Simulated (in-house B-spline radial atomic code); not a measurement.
The numbers below are computed, except where a source is named.
**Weak and strong correlation along the adiabatic connection**

Two-electron singlets in several external potentials (atomic units), by full CI in B-splines with partial waves to l = 8 (correlation energies up to 0.6 % small). The repulsion is scaled by λ at fixed density; W(λ) is the mean repulsion less the Hartree energy, W(0) = E_x, and the area under W from 0 to 1 is E_xc.

Relative drop (W(λ) − E_x)/E_x:

| system | λ = 0.12 | λ = 0.25 | λ = 0.4 | λ = 0.6 | λ = 0.8 | λ = 1 |
| --- | --- | --- | --- | --- | --- | --- |
| −Z exp(−kr)/r, Z = 2.16, k = 0.015 | 0.0100 | 0.0203 | 0.0316 | 0.0456 | 0.0586 | 0.0707 |
| ω²r²/2, ω = 5.63 | 0.0064 | 0.0131 | 0.0206 | 0.0301 | 0.0392 | 0.0479 |
| −Z exp(−kr)/r, Z = 8.73, k = 3.4 | 0.0025 | 0.0051 | 0.0081 | 0.0120 | 0.0159 | 0.0197 |
| ω²r²/2 − Z/r, ω = 0.601, Z = 0.3 | 0.0182 | 0.0361 | 0.0547 | 0.0767 | 0.0959 | 0.1128 |
| −V exp(−r²/w²), V = 2.15, w = 9.36 | 0.0353 | 0.0671 | 0.0975 | 0.1298 | 0.1553 | 0.1759 |
| −Z exp(−kr)/r, Z = 1.75, k = 0.239 | 0.0137 | 0.0276 | 0.0425 | 0.0607 | 0.0771 | 0.0921 |
| −Z/r, Z = 1.06 | 0.0307 | 0.0592 | 0.0873 | 0.1183 | 0.1437 | 0.1649 |

Question: Order the systems by how far second-order (GL2) theory, half the initial slope (estimated from the first points of each curve), overshoots the correlation energy, least first.
A. −Z exp(−kr)/r, Z = 1.75, k = 0.239
B. ω²r²/2, ω = 5.63
C. −V exp(−r²/w²), V = 2.15, w = 9.36
D. ω²r²/2 − Z/r, ω = 0.601, Z = 0.3
E. −Z exp(−kr)/r, Z = 8.73, k = 3.4
F. −Z exp(−kr)/r, Z = 2.16, k = 0.015
G. −Z/r, Z = 1.06

Answer: E (GL2/E_c = 1.03), B (GL2/E_c = 1.09), F (GL2/E_c = 1.14), A (GL2/E_c = 1.18), D (GL2/E_c = 1.26), G (GL2/E_c = 1.42), C (GL2/E_c = 1.51).

Question: What else changes along this order?

Answer: The ratio follows the bend of the curve. With it the leading natural occupation goes from 1.999 to 1.896 and −T_c/E_c from 0.97 to 0.66 between the first and the last.
